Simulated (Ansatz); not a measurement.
Species: BSiH5, charge 0, singlet. BSiH5 (boranylsilane, SMILES [SiH3]B).
B3LYP-D3(BJ)/def2-TZVP minimum from Ansatz (a first-principles code):
```
Si
H 1 1.4840
H 1 1.4840 2 108.57
H 1 1.4912 2 107.67 3 -116.31
B 1 2.0096 2 113.54 4 -116.40
H 5 1.1914 1 121.26 2 -153.93
H 5 1.1914 6 117.41 1 176.92
```
Charge 0, spin multiplicity 1.

Total energies in hartree (Ansatz). UHF or UKS for unpaired electrons; spin-orbit terms are left out. Correlated methods leave the cores frozen. No relativity. Where a partner has so few electrons that a lower coupled-cluster level is exact, that level stands in.

| species | HF/cc-pV(T+d)Z | CCSD(T)/cc-pV(T+d)Z | HF/cc-pV(Q+d)Z | CCSD(T)/cc-pV(Q+d)Z | CCSDT(Q)/cc-pV(T+d)Z |
|---|---|---|---|---|---|
| 1: BSiH5 (SMILES B[SiH3]) | -316.50619 | -316.79042 | -316.51148 | -316.80876 | -316.79189 |
| 2: B (doublet) | -24.53207 | -24.59810 | -24.53297 | -24.60084 | -24.59852 |
| 3: H (doublet) | -0.49981 | -0.49981 | -0.49995 | -0.49995 | -0.49981 |
| 4: Si (triplet) | -288.85649 | -288.93344 | -288.85845 | -288.93781 | -288.93426 |

**Question.** Work out the atomisation energy (electronic, to ground-state atoms) in kcal/mol: take Hartree-Fock from cc-pV(Q+d)Z, extrapolate the CCSD(T) correlation energy as X^-3 (X = 3, 4), and add CCSDT(Q) - CCSD(T) in cc-pV(T+d)Z. 1 hartree = 627.51 kcal/mol.

**Answer.** 
Species 1: correlation (64·(-0.29728) - 27·(-0.28423))/37 = -0.30680; step -0.00147; E1 = -316.51148 + (-0.30680) + (-0.00147) = -316.81975
Species 2: correlation (64·(-0.06787) - 27·(-0.06603))/37 = -0.06921; step -0.00042; E2 = -24.53297 + (-0.06921) + (-0.00042) = -24.60260
Species 3: correlation (64·(0.00000) - 27·(0.00000))/37 = 0.00000; step +0.00000; E3 = -0.49995 + (0.00000) + (+0.00000) = -0.49995
Species 4: correlation (64·(-0.07936) - 27·(-0.07695))/37 = -0.08112; step -0.00082; E4 = -288.85845 + (-0.08112) + (-0.00082) = -288.94039
-1·E1 +1·E2 +5·E3 +1·E4 = 0.77701 hartree = 487.6 kcal/mol.
